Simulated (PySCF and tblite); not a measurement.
The numbers below are computed, except where a source is named.
C₆H₁₁F, numbered as in [F:1][CH:2]1[CH2:3][CH2:4][CH2:5][CH2:6][CH2:7]1.

Geometries GFN2-xTB; weights from PBE0-D3(BJ)/pcSseg-1 (IEF-PCM, chloroform) energies and GFN2-xTB thermal corrections, with symmetry numbers and mirror pairs. Conformers within 3 kcal/mol (GFN2-xTB free energy) were kept, 10 at most. Of two unlike H on one atom, a is the less shielded (PBE0/pcSseg-1 (IEF-PCM, chloroform)). Run with PySCF (density fitting) and tblite.

An NOE distance is ⟨r⁻⁶⟩^(−1/6) over all pairs of like atoms and, for the average, over conformers.

The 6-ring runs over atoms 2–3–4–5–6–7.

| conformer | shape | weight % |
| --- | --- | --- |
| 1 | 6-ring chair (all substituents equatorial) | 54.9 |
| 2 | 6-ring chair (F1 axial) | 45.1 |

(1) Which H–H contacts under 3.5 Å would NOEs report (pairs on one atom left out) at 298.15 K?

Results:

(1) 
| pair | in 1 (Å) | in 2 (Å) | average (Å) |
| --- | --- | --- | --- |
| H2 ··· H3a/H7a | 2.47 | 2.46 | 2.47 |
| H4b/H6b ··· H5a | 2.47 | 2.49 | 2.48 |
| H4a/H6a ··· H5b | 2.47 | 2.48 | 2.48 |
| H4a/H6a ··· H5a | 2.49 | 3.05 | 2.66 |
| H4b/H6b ··· H5b | 3.05 | 2.49 | 2.70 |
| H2 ··· H3b/H7b | 3.06 | 2.50 | 2.71 |
| H3b/H7b ··· H4a/H6a | 2.77 | 2.74 | 2.75 |
| H3a/H7a ··· H4b/H6b | 2.77 | 2.77 | 2.77 |
| H3b/H7b ··· H5b | 2.57 | 4.29 | 2.83 |
| H2 ··· H4b/H6b | 2.60 | 4.30 | 2.85 |
| H3a/H7a ··· H5a | 4.30 | 2.58 | 2.92 |
| H3a/H7a ··· H4a/H6a | 2.80 | 3.32 | 2.96 |
| H3b/H7b ··· H4b/H6b | 3.33 | 2.79 | 3.01 |

Longer pairs under the limit may be missing.
